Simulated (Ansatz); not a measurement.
Saddle point of CH5ClSn, closed shell (CH₅ClSn ([CH3][SnH2][Cl]) → CH₄Sn ([CH2][SnH2]) + HCl; bonds formed: Cl2–H4; bonds broken: Sn1–Cl2, C3–H4), PBE0-D4/def2-TZVP structure:

```
8
angstrom
Sn 0.4112 -0.0698 1.1824
Cl -2.3127 0.3886 -1.0270
C 0.6487 -0.1079 -0.7922
H -0.8769 0.1477 -0.9858
H 0.2941 1.3758 2.0642
H -0.1601 -1.4035 2.0633
H 0.8483 -1.0701 -1.2532
H 1.1475 0.7393 -1.2517
```

Energies are electronic, without zero-point energy. Barriers and step energies count from the start structure reached by relaxing down the imaginary mode; all methods use the PBE0-D4 structures, on which another method's saddle can fall below an end. Computed with Ansatz 0.2.0 (basis: def2-TZVPP, with def2-QZVPP for the basis limit); correlated methods freeze the cores. Filled d shells of the heavier atoms are correlated. Core potentials replace the inner electrons of the atoms past krypton. The def2 sets are not built for correlating such inner shells, so the correlated values are less sure here. B3LYP uses VWN-RPA correlation. Extrapolation: Hartree–Fock as exp(−7.88 √X), correlation as X^−2.97.

| method | barrier (eV) | step energy (eV) |
| --- | --- | --- |
| SPW92 | 2.847 | 2.890 |
| PBE-D4 | 2.898 | 2.883 |
| BLYP-D4 | 2.864 | 2.809 |
| r2SCAN-D4 | 3.148 | 3.117 |
| B97M-V | 3.287 | 3.204 |
| PBE0-D4 | 3.218 | 3.149 |
| B3LYP-D4 | 3.139 | 3.041 |
| r2SCAN0-D4 | 3.353 | 3.276 |
| BHLYP-D4 | 3.510 | 3.357 |
| CAM-B3LYP-D4 | ? | 3.208 |
| wB97X-V | 3.500 | 3.354 |
| wB97M-V | ? | 3.257 |
| B2PLYP | 3.234 | 3.060 |
| PBE-QIDH | 3.414 | 3.261 |
| RPA on PBE | 3.232 | 2.989 |
| HF | ? | 3.686 |
| MP2 | 3.283 | 3.056 |
| CCSD | 3.452 | 3.170 |
| CCSD(T) | 3.303 | 3.040 |

(1) Fill in the withheld barriers. (Judge from chemistry; the value comes from the calculation.)

The T1 diagnostic stays at or below 0.020. The restricted Hartree–Fock reference is unstable towards an unrestricted one at one or more of these structures.

## Answers

(1) Computed: wB97M-V 3.419; HF 3.986; CAM-B3LYP-D4 3.352 eV. Each is the energy of the saddle less that of the start structure, by the same method.

For comparison, the barrier by CCSD(T) at an estimated basis limit (MP2 extrapolated from triple and quadruple zeta, plus CCSD(T) − MP2 in triple zeta) is 3.338 eV.

Labels in which every atom is bracketed show which atoms are joined, not bond orders.

For scale, one of the runs: CCSD(T)/def2-TZVPP, 193 basis functions, launched by `ansatz run in.yaml --threads 4 --pin off --events-out ev --progress --plain --max-ram 9574MiB`. Hardware: 4 CPU threads of an Intel Xeon, shared host. Wall time 80 s; peak host memory 2.4 GiB.
